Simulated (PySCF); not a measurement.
## Bonding in `CC1([Si](N)(N)[SiH3])CC1`

Compound: C4H14N2Si2.
SMILES with atom numbers: `[CH3:1][C:2]1([Si:3]([NH2:4])([NH2:5])[SiH3:6])[CH2:7][CH2:8]1` (hydrogens: H9, H10, H11 on C1; H12, H13 on N4; H14, H15 on N5; H16, H17, H18 on Si6; H19, H20 on C7; H21, H22 on C8)

Geometry (GFN2-xTB, Å), atoms numbered from 1 in this order:
```xyz
22
C4H14N2Si2 angstrom
C     -0.8162    1.8561    0.1574
C     -0.8720    0.3707   -0.1266
Si     0.7264   -0.5681    0.3118
N      0.4160   -2.2215   -0.1129
N      1.0113   -0.7224    2.0159
Si     2.5807    0.4762   -0.5898
C     -1.6998   -0.0502   -1.3082
C     -2.1962   -0.3123    0.0769
H     -0.0259    2.3268   -0.4279
H     -1.7585    2.3432   -0.0897
H     -0.6079    2.0369    1.2119
H      0.1952   -2.4342   -1.0715
H      1.0630   -2.9080    0.2394
H      1.2856    0.0978    2.5304
H      0.3461   -1.2523    2.5579
H      2.8147    1.8187   -0.0427
H      3.8287   -0.2624   -0.3677
H      2.4835    0.6547   -2.0454
H     -1.3781   -0.8921   -1.9024
H     -2.1862    0.7217   -1.8883
H     -3.0275    0.2737    0.4439
H     -2.1934   -1.3334    0.4269
```

Bond orders from the PBE0/pcSseg-1 density (PySCF). One conformer (not necessarily the lowest) at the GFN2-xTB geometry, without solvent, vibrations or thermal averaging.

Where do the orders between heavy atoms depart from those drawn in the SMILES?

The largest departure is 0.270, at C2–Si3 (drawn single, 0.730). Drawn single, order below 0.88: C2–Si3 (0.730).

Give the Mayer order of every bond, beside its length.

```csv
bond,drawn as,length (Å),Mayer order
C1–C2,single,1.513,1.059
C2–Si3,single,1.905,0.730
Si3–N4,single,1.735,0.977
Si3–N5,single,1.735,1.042
Si3–Si6,single,2.311,0.906
C2–C7,single,1.503,0.947
C7–C8,single,1.495,0.960
C8–C2,single,1.504,0.946
C1–H9,single,1.090,0.954
C1–H10,single,1.089,0.956
C1–H11,single,1.090,0.958
N4–H12,single,1.006,0.948
N4–H13,single,1.007,0.951
N5–H14,single,1.006,0.950
N5–H15,single,1.008,0.944
Si6–H16,single,1.468,0.920
Si6–H17,single,1.467,0.937
Si6–H18,single,1.470,0.931
C7–H19,single,1.080,0.957
C7–H20,single,1.081,0.957
C8–H21,single,1.081,0.958
C8–H22,single,1.079,0.952
```

Bonds between the same two heavy elements. C–C: lowest C8–C2 and C2–C7 (0.946, 1.504 Å), highest C1–C2 (1.059, 1.513 Å); in 3 of the 6 pairs the longer bond (by over 0.003 Å) has the higher order (by 0.02 or more). N–Si: lowest Si3–N4 (0.977, 1.735 Å), highest Si3–N5 (1.042, 1.735 Å). Bonds named together lie within 0.004.

Sum the orders of all bonds at each heavy atom with more than one neighbour and set the sums beside the valence in the SMILES.

C1 3.927 (drawn 4), C2 3.682 (drawn 4), Si3 3.655 (drawn 4), N4 2.876 (drawn 3), N5 2.936 (drawn 3), Si6 3.694 (drawn 4), C7 3.821 (drawn 4), C8 3.816 (drawn 4). Orders between atoms that aren't bonded are not in these sums.

For a closed shell the Mayer order of atoms A and B is Σ (PS)μν (PS)νμ over the basis functions μ on A and ν on B, with P the density and S the overlap matrix.
